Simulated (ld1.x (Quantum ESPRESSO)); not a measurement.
# Be (Z = 4): one change to an RRKJ potential, before and after

ld1.x (Quantum ESPRESSO) 7.5 input, shortened:

```
&input
   title='Be', zed=4., rel=1, dft='PBE', iswitch=3,
   config='[He] 2s2 2p0'
 /
 &inputp
   pseudotype=2, tm=.false., lloc=0,
   nlcc=.false.
 /
2
2P  2  1   0.00   0.00  4.05  4.05  0.0
1S  1  0   2.00   0.00  0.45  0.45  0.0
 &test
   configts(1)='1s2 2s2 2p0'
 /
```

Occupied shells without a wave of their own: 2s. They enter only through the test configuration that unscreens the potential.

All-electron outer shells of the reference configuration (PBE, scalar-relativistic, ld1.x):

```json
{"shell": "1s", "level (eV)": "-106.21", "outermost node (bohr)": "–", "outermost maximum (bohr)": "0.27"}
{"shell": "2s", "level (eV)": "-5.61", "outermost node (bohr)": "0.59", "outermost maximum (bohr)": "2.04"}
{"shell": "2p", "level (eV)": "-2.02", "outermost node (bohr)": "–", "outermost maximum (bohr)": "2.28"}
```

Change: wave 1s (bound): rc 0.45 bohr becomes 1s (bound): rc 0.58 bohr.

Cutoffs: the cutoffs (Ry, on a coarse ladder) from which the occupation-weighted sum of valence levels, in a spherical-Bessel basis at the reference potential, stays within 10 and 1 mRy of its value at 400 Ry; they do not see the model core or the augmentation charge, which bear on the density cutoff. Errors are all-electron minus pseudo energies relative to the spin-unpolarised reference configuration.

**Question.** What does the change do?

**Answer.** Of the 7 tests that both files solve, the error grows in 5 and shrinks in 2 by more than 15 % and 0.3 meV (median size 78.1 → 93.9 meV); the range in which the s phases agree narrows (upper end 3.0 → -0.5); neither file shows a bound ghost.

| quantity | base | changed |
| --- | --- | --- |
| cutoff, loose | over 300 Ry | 260 Ry |
| cutoff, tight | over 300 Ry | over 300 Ry |
| bound ghosts | none | none |
| largest miss of a reference level, eV | 0.02 | 0.07 |
| error for 1s2 2s1 2p0, meV [ΔE 9.55 eV] | +29 | +94 |
| error for 1s2 2s0 2p0, meV [ΔE 27.50 eV] | +80 | +261 |
| error for 1s2 2s1.5 2p0, meV [ΔE 3.76 eV] | +12 | +40 |
| error for 1s2 2s1 2p1, meV [ΔE 3.61 eV] | +8.9 | +44 |
| error for 1s1 2s2 2p0, meV [ΔE 128.28 eV] | +94 | +247 |
| error for 1s2 2s0 2p1, meV [ΔE 13.46 eV] | +655 | +274 |
| error for 1s2 2s0 2p2, meV [ΔE 7.25 eV] | +78 | +65 |
| s: phases at 4.40 bohr within 0.05 rad from the reference energy up to (Ry; the scan ends near 5) | 3.0 | -0.5 |
| p: phases at 4.40 bohr within 0.05 rad from the reference energy up to (Ry; the scan ends near 5) | 0.4 | 0.4 |

Base: The 2s level has no wave, so the channel is fitted at the deeper level alone: the likely source of the large errors. Changed file: The 2s level has no wave, so the channel is fitted at the deeper level alone: the likely source of the large errors.
